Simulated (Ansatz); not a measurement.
Reaction (redistribution): `CS[SiH](N)Cl` + `[NH]=[Mo](=[NH])([F])[Cl]` → `CS[SiH](N)F` + `[NH]=[Mo](=[NH])([Cl])[Cl]`

Isolated molecules relaxed with PBE0-D4/def2-TZVP in Ansatz; ΔE leaves out vibrations. CCSD(T)/CBS adds triple-zeta CCSD(T) − MP2 to the extrapolated MP2 energy (def2 sets, frozen cores). Functionals use def2-TZVPP. B3LYP here is the variant with VWN-RPA as its local correlation; programs differ in this. def2 core potentials past Kr. For Mo outer-core shells are correlated without core-valence functions, which leaves a few kJ/mol of doubt a bond. Each species was taken in one conformer, which may not be the lowest.

| level | ΔE (kcal/mol) |
| --- | --- |
| r2SCAN-D4 | -12.9 |
| ωB97X-V | -12.2 |
| ωB97M-V | -12.9 |
| B3LYP | -14.3 |
| SCS-MP2/def2-TZVPP | -18.5 |
| MP2/def2-QZVPP | -19.7 |
| HF/CBS(def2) | -16.8 |
| CCSD/CBS(def2) | -16.0 |

Problem. What does CCSD(T)/CBS give? (Estimate.)

Solution. The calculation gave: -16.0 kcal/mol. The listed levels differ from it by 3.1, 3.8, 3.1, 1.7, -2.5, -3.7, -0.8, 0.0 kcal/mol.

Largest T1 diagnostic among the species: 0.021, so the coupled-cluster value is less sure than usual.

From PBE to PBE0 (25 % exact exchange), in def2-TZVPP and without D4, ΔE moves by −1.4 kcal/mol.
